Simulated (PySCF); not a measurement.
# 19F chemical shifts

Theoretical values (PySCF): GFN2-xTB structure, GIAO PBE0/pcSseg-1 shieldings. Gas phase, one conformer, one averaged value for each set of equivalent atoms, relativity neglected.

Shieldings were converted by a linear fit to measured shifts: 19F (scatter 6.0 ppm rms, 7.0 ppm with the 5 outliers that the fit left out vs CFCl3, solution or neat liquid, with a term for F on sp3 carbon). Occasional misses reach two or three times the rms, and more in compound classes unlike the fitted ones.

Question: Give the 19F shifts of `[H]/N=C\c1ccc(F)cn1`, `FC(F)(F)C(F)(F)CCl`, `COC(F)(OC)C(F)(F)F`.

Answer: 
```tsv
compound	environment	δ (ppm)
[H]/N=C\c1ccc(F)cn1	aryl fluorine	-123.6
[F:1][C:2]([F:3])([F:4])[C:5]([F:6])([F:7])[CH2:8][Cl:9]	F1/3/4: fluorine of a CF3 group (×3)	-77.7
[F:1][C:2]([F:3])([F:4])[C:5]([F:6])([F:7])[CH2:8][Cl:9]	F6/7: fluorine of a CF2 group (×2)	-114.7
[CH3:1][O:2][C:3]([F:4])([O:5][CH3:6])[C:7]([F:8])([F:9])[F:10]	F8/9/10: fluorine of a CF3 group (×3)	-78.5
[CH3:1][O:2][C:3]([F:4])([O:5][CH3:6])[C:7]([F:8])([F:9])[F:10]	F4: fluorine on an sp3 carbon	-102.5
```

Question: Order these by 19F shift, lowest first.
A. F[C@@H]1CCCCC[C@H](Cl)C1
B. CCCCn1cc(F)nn1
C. O=CCCOC(F)(F)F
D. [H]/N=C\c1cncc(F)c1

Answer: A (-161.0 ppm, fluorine on an sp3 carbon), B (-148.3 ppm, aryl fluorine), D (-127.0 ppm, aryl fluorine), C (-64.3 ppm, fluorine of an OCF3 group).
